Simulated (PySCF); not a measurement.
# What a mistake does to a calculation on BGeH7NSi

All numbers below are calculated, not measured. The program is PySCF 2.14.0, an open-source quantum chemistry code, run on an isolated molecule that a program drew, which may never have been made. The molecule is BGeH7NSi (charge 0, doublet), drawn as the SMILES string `[SiH2]N[BH][GeH3]`.

Each row is a Hartree-Fock (HF) and frozen-core CCSD(T) single point in the cc-pV(D+d)Z basis, meant for a local HF minimum. Run 1 is clean. Each other run has one planted mistake out of seven kinds, and not every kind appears here: one electron removed, one electron added, multiplicity raised by two, geometry at a saddle point, minimal basis STO-3G, one bond length entered in bohr, all coordinates scaled. The reference is restricted for singlets and unrestricted otherwise, and also for a bond in bohr. Adding or removing an electron swaps singlet and doublet. Electrons count all cores. HOMO and LUMO are orbital energies over both spins, the gradient is its largest component, and the lowest frequency (negative if imaginary) is given only where the gradient is small. Bond lengths are over the 10 bonds as drawn. T1 is the CCSD diagnostic: over 0.02 (restricted) or 0.045 (unrestricted) a single reference is doubtful. Germanium has the cc-pVDZ-PP basis, with a core potential (ECP10MDF) in place of its 10 inner electrons, and its 3s, 3p and 3d shells are frozen in CCSD(T).

Geometry of the clean run:
```xyz
11
BGeH7NSi, angstrom
Si    1.5741    0.7909   -3.5505
N     0.5865    0.3209   -2.1772
B    -0.5691    0.9605   -1.6997
Ge   -1.6612    0.2090   -0.0803
H     2.9963    0.5050   -3.2381
H     1.3600    2.2286   -3.8194
H     0.8587   -0.5303   -1.7186
H    -0.9277    1.9703   -2.2464
H    -1.0449   -1.0912    0.4737
H    -1.7188    1.2176    1.0783
H    -3.1130   -0.1064   -0.4764
```

| run | electrons | basis functions | <S^2> | HOMO (eV) | LUMO (eV) | gradient (hartree/bohr) | lowest frequency (cm^-1) | mean bond (Å) | longest bond (Å) | T1 | HF (hartree) | CCSD(T) (hartree) | mistake |
|---|---|---|---|---|---|---|---|---|---|---|---|---|---|
| 1 | 65 | 109 | 0.753 | -8.80 | 1.43 | 3.3e-05 | 81 | 1.5039 | 2.093 | 0.0158 | -665.52997 | -666.04199 | no fault |
| 2 | 64 | 109 | 0.000 | -14.71 | -6.81 | 9.4e-02 | - | 1.5039 | 2.093 | 0.0198 | -665.24181 | -665.75104 | one electron removed |
| 3 | 65 | 109 | 3.766 | -5.39 | -1.64 | 4.1e-02 | - | 1.5039 | 2.093 | 0.0204 | -665.35048 | -665.85311 | multiplicity raised by two |
| 4 | 65 | 109 | 1.762 | -8.07 | 0.51 | 1.6e-02 | - | 1.6407 | 2.905 | 0.0178 | -665.41416 | -665.90220 | one bond length entered in bohr |
| 5 | 66 | 109 | 0.000 | -0.50 | 6.93 | 8.0e-02 | - | 1.5039 | 2.093 | 0.0236 | -665.50933 | -666.06165 | ? |
| 6 | 65 | 109 | 0.754 | -9.02 | 1.14 | 4.2e-02 | - | 1.5972 | 2.223 | 0.0178 | -665.49675 | -666.01928 | ? |

**Which mistake was planted in run 5, and what did it cost?**

It counts 66 electrons, one more than the clean run, at the same geometry and basis. So the mistake is: one electron added. Subtracting run 1 and multiplying by 627.51 kcal/mol a hartree, the energy moved by 13.0 kcal/mol in HF and -12.3 kcal/mol in CCSD(T).

**Which mistake was planted in run 6, and what did it cost?**

The mean and the longest bond both change by the same factor, 1.062, and the gradient is no longer small. So the mistake is: all coordinates scaled. Subtracting run 1 and multiplying by 627.51 kcal/mol a hartree, the energy moved by 20.8 kcal/mol in HF and 14.3 kcal/mol in CCSD(T).

Cautions from the logs. Run 5: T1 is over the limit, so its CCSD(T) energy is less reliable.
